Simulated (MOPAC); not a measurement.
A run for MOPAC: PM6 on SO+, 2S+1 = 2, a spin state set in the input, which need not be the lowest, a point of a bond scan (R = 1.420 Å). Charge +1.

```
PM6 1SCF PRECISE CHARGE=1 UHF MS=0.5 THREADS=1
OS

O      0.00000000 1     0.00000000 1     0.00000000 1
S      0.00000000 1     0.00000000 1     1.42049200 1
```

Output:

```
*******************************************************************************
 **                                                                           **
 **                              MOPAC v23.2.5                                **
 **                                                                           **
 *******************************************************************************
 ** MOPAC's Digital Object Identifier: https://doi.org/10.5281/zenodo.6511958 **
 **                                                                           **
 ** Please cite the open-source release paper for use of this MOPAC version:  **
 ** J. E. Moussa and J. J. P. Stewart (2026)                                  **
 ** MOPAC: An open-source semiempirical molecular orbital program             **
 ** J. Open Source Softw., 11(119), 8025, https://doi.org/10.21105/joss.08025 **
 *******************************************************************************

                              PM6 CALCULATION RESULTS

 *******************************************************************************
 *  PM6        - The PM6 Hamiltonian to be used
 *  UHF        - UNRESTRICTED HARTREE-FOCK CALCULATION
 *
 *
 *
 *                 CHARGE ON SYSTEM = +1
 *
 *
 *
 *  MS=        - IN MECI, MAGNETIC COMPONENT OF SPIN =  0.5
 *  PRECISE    - TIGHTER CRITERIA TO BE USED
 *  1SCF       - DO 1 SCF AND THEN STOP
 *  THREADS=1  - MULTI-THREADING NOT USED
 *  T=         - A TIME OF 172800.0 SECONDS REQUESTED
 *  DUMP=N     - RESTART FILE WRITTEN EVERY 7200.0 SECONDS REQUESTED
 *******************************************************************************
PM6 1SCF PRECISE CHARGE=1 UHF MS=0.5 THREADS=1
 OS

   ATOM   CHEMICAL          X               Y               Z
  NUMBER   SYMBOL      (ANGSTROMS)     (ANGSTROMS)     (ANGSTROMS)

     1       O          0.00000000  *   0.00000000  *   0.00000000  *
     2       S          0.00000000  *   0.00000000  *   1.42049200  *



          CARTESIAN COORDINATES

    NO.       ATOM           X           Y           Z

     1         O          0.0000      0.0000      0.0000
     2         S          0.0000      0.0000      1.4205

 General Reference for PM6:
 "Optimization of Parameters for Semiempirical Methods V: Modification of NDDO Approximations
 and Application to 70 Elements", J. J. P. Stewart, J. Mol. Mod., 13, 1173-1213 (2007)
 URL: https://link.springer.com/article/10.1007/s00894-007-0233-4

           Empirical Formula: O S  =     2 atoms



      MOLECULAR POINT GROUP   :   C*v


          UHF CALCULATION, NO. OF ALPHA ELECTRONS =    6
                           NO. OF BETA  ELECTRONS =    5

 -------------------------------------------------------------------------------
 PM6 1SCF PRECISE CHARGE=1 UHF MS=0.5 THREADS=1
 OS



     1SCF WAS SPECIFIED, SO BFGS WAS NOT USED
     SCF FIELD WAS ACHIEVED


                              PM6 CALCULATION
                                                       MOPAC v23.2.5 Linux




          FINAL HEAT OF FORMATION =        177.65073 KCAL/MOL =     743.29067 KJ/MOL


          COSMO AREA              =         66.76 SQUARE ANGSTROMS
          COSMO VOLUME            =         49.75 CUBIC ANGSTROMS

          IONIZATION POTENTIAL    =         17.645645 EV
          ALPHA SOMO LUMO (EV)    =        -17.646 -7.743
          BETA  SOMO LUMO (EV)    =        -18.489 -7.690
          NO. OF ALPHA ELECTRONS  =          6
          NO. OF BETA  ELECTRONS  =          5
          MOLECULAR WEIGHT        =         48.0594         POINT GROUP:  C*v

          MOLECULAR DIMENSIONS (Angstroms)

            Atom       Atom       Distance
            S     2    O     1     1.42049
            S     2    O     1     0.00000
            O     1    S     2     0.00000


          SCF CALCULATIONS        =          1





   ATOM   CHEMICAL          X               Y               Z
  NUMBER   SYMBOL      (ANGSTROMS)     (ANGSTROMS)     (ANGSTROMS)

     1       O          0.00000000  *   0.00000000  *   0.00000000  *
     2       S          0.00000000  *   0.00000000  *   1.42049200  *

                             CARTESIAN COORDINATES

   1    O        0.000000000     0.000000000     0.000000000
   2    S        0.000000000     0.000000000     1.420492000


           Empirical Formula: O S  =     2 atoms



      MOLECULAR POINT GROUP   :   C*v


          ALPHA EIGENVALUES
 -39.59784 -28.09764 -20.47691 -20.32879 -20.32879 -17.64564  -7.74327  -7.74327
  -3.13185   6.00406   6.00406   7.67156   7.67156


           BETA EIGENVALUES
 -39.51204 -27.61374 -20.57455 -20.57455 -18.48893  -7.68998  -7.68998  -4.82430
   7.42230   7.42230   8.57121   8.57121  10.70336


              NET ATOMIC CHARGES AND DIPOLE CONTRIBUTIONS

  ATOM NO.   TYPE          CHARGE      No. of ELECS.   s-Pop       p-Pop       d-Pop
    1          O          -0.060676        6.0607     1.89266     4.16802
    2          S           1.060676        4.9393     1.95078     2.09398     0.89457
 DIPOLE           X         Y         Z       TOTAL
 POINT-CHG.     0.000     0.000     2.685     2.685
 HYBRID         0.000     0.000    -0.835     0.835
 SUM            0.000     0.000     1.851     1.851


          ATOMIC ORBITAL ELECTRON POPULATIONS

     Atom    s        px        py        pz      x^2-y^2     xz        z^2       yz        xy
    1  O   1.89266   1.42895   1.42895   1.31011
    2  S   1.95078   0.55713   0.55713   0.97972   0.00000   0.01392   0.86673   0.01392   0.00000


                    (SZ)    =    0.500000
                    (S**2)  =    0.761689


          ATOMIC ORBITAL SPIN POPULATIONS

    Atom   Total    s     px     py     pz   x^2-y^2  xz     z^2    yz     xy
         Atomic
    1  O -0.1314  0.003 -0.039 -0.039 -0.055
    2  S  1.1314 -0.001  0.039  0.039  0.210  0.000  0.001  0.843  0.001  0.000

 **********************
 *                    *
 * JOB ENDED NORMALLY *
 *                    *
 **********************




 == MOPAC DONE ==
```

The run finished.

Cost: roughly 0.010 core-seconds.
